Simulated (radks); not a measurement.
Fractional charge and spin in the 6s shell of mercury: the spin-up occupation runs from 0 to 1 and the spin-down occupation from 0 to 1; the fullest corner is Hg, [Xe] 4f14 5d10 6s(up 1, down 1). All-electron calculation, scalar-relativistic Kohn-Sham, r2SCAN, spin-polarised, spherical densities, finite nucleus; meta-GGA in the generalised Kohn-Sham scheme; Fermi nuclear charge, rms radius of each element as measured or else 0.836 A^(1/3) + 0.57 fm. Program: a radial shooting solver on a logarithmic mesh with Libxc functionals. Energy (eV) minus the two flat planes that join the four corners (they meet along the diagonal where the two added fractions sum to one electron); zero is where a piecewise linear energy would lie.

| down \ up | 0 | 0.25 | 0.5 | 0.75 | 1 |
|---|---|---|---|---|---|
| 0 | 0.000 | -0.703 | -0.934 | -0.697 | 0.000 |
| 0.25 | -0.703 | -0.828 | -0.492 | 0.301 | -0.636 |
| 0.5 | -0.934 | -0.492 | 0.400 | -0.441 | -0.845 |
| 0.75 | -0.697 | 0.301 | -0.441 | -0.749 | -0.630 |
| 1 | 0.000 | -0.636 | -0.845 | -0.630 | 0.000 |

Corners above the fullest one (they belong to Hg+ and the next ion): (up 1, down 0) 10.370 eV, (up 0, down 1) 10.370 eV, (up 0, down 0) 29.461 eV. With half an added electron in each spin the energy lies 0.400 eV from the planes (fractional-spin error, the static-correlation error of a stretched bond), and with half an added electron in spin up alone -0.934 eV (fractional-charge error). For a frontier s shell over closed shells the exact functional lies on the planes.
